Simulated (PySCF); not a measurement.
Al(Cl)2(OMe) (CH₃AlCl₂O), SMILES [Cl][Al]([Cl])[O]C.

Geometry optimised at PBE0-D3(BJ)/def2-SVP. The structure was generated by enumeration; whether it is a known compound was not checked. The values are those of a single conformer.

Two levels are set side by side: TDA-PBE/def2-SVPD (PySCF) and TDA-LC-ωPBE/def2-SVPD (PySCF). Vertical, same geometry. The lowest singlet is HOMO→LUMO 100 % with PBE and HOMO→LUMO 79 % with the other functional; states are paired by order. Differences are taken from unrounded values.

```
quantity                               TDA-PBE
-------------------------------------  -------
lowest singlet excitation (eV)            5.29
lowest triplet excitation (TDA) (eV)      5.05
first bright state (f over 0.05) (eV)     6.36
its oscillator strength                   0.08
```

Problem. These are the TDA-PBE values. What does TDA-LC-ωPBE give? (An estimate is asked for; the answer gives what the named calculation found.)

Solution. 
| quantity | TDA-LC-ωPBE | TDA-PBE minus TDA-LC-ωPBE |
|---|---|---|
| lowest singlet excitation (eV) | 7.17 | -1.88 |
| lowest triplet excitation (TDA) (eV) | 6.80 | -1.74 |
| first bright state (f over 0.05) (eV) | 7.88 | -1.51 |
| its oscillator strength | 0.05 | 0.03 |

A lower first singlet is the usual sign of a functional without exact exchange. Differences between two approximate levels are no errors against the true value.

Rough cost on one machine, each run with all the roots and properties that it gave: TDA-LC-ωPBE against TDA-PBE about 3 times.
